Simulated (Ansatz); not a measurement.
CH$_{9}$PSi$_{2}$, SMILES `[SiH3]C[SiH2]P`. Charge 0, multiplicity 1.

```csv
atom,x (Å),y (Å),z (Å)
Si1,-0.432,1.043,1.847
C2,-0.041,-0.324,0.627
Si3,0.126,0.257,-1.145
P4,0.600,-1.356,-2.649
H5,0.644,2.069,1.829
H6,-0.550,0.508,3.230
H7,-1.717,1.700,1.485
H8,-0.830,-1.082,0.677
H9,0.892,-0.813,0.927
H10,1.213,1.269,-1.241
H11,-1.143,0.898,-1.585
H12,-0.393,-2.243,-2.149
H13,1.631,-1.926,-1.853
```

Task: What are the harmonic wavenumbers in cm⁻¹ at PBE0-D4/def2-TZVP (Ansatz, finite differences of forces, unscaled)? (Estimate.)

Result: The calculation gave: 37, 107, 111, 148, 187, 402, 448, 476, 564, 599, 600, 728, 770, 783, 841, 842, 922, 941, 947, 951, 1026, 1064, 1090, 1389, 2210, 2215, 2217, 2225, 2227, 2398, 2408, 3057, 3113.

Task: Is this a minimum?

Result: Yes, all 33 modes are real.

Task: Give the ideal-gas thermochemistry at 298.15 K and 1 bar (rigid rotor, harmonic oscillator; point group Cs, symmetry number 1).

Result: Zero-point energy 227.6 kJ/mol; H(298) − E = 252.0 kJ/mol; entropy 377.1 J/(mol·K), of which translation 167.3, rotation 115.1, vibration 94.8; G(298) − E = 139.6 kJ/mol. Modes under 100 cm⁻¹ are hindered rotations or soft bends, so the harmonic entropy is rough.
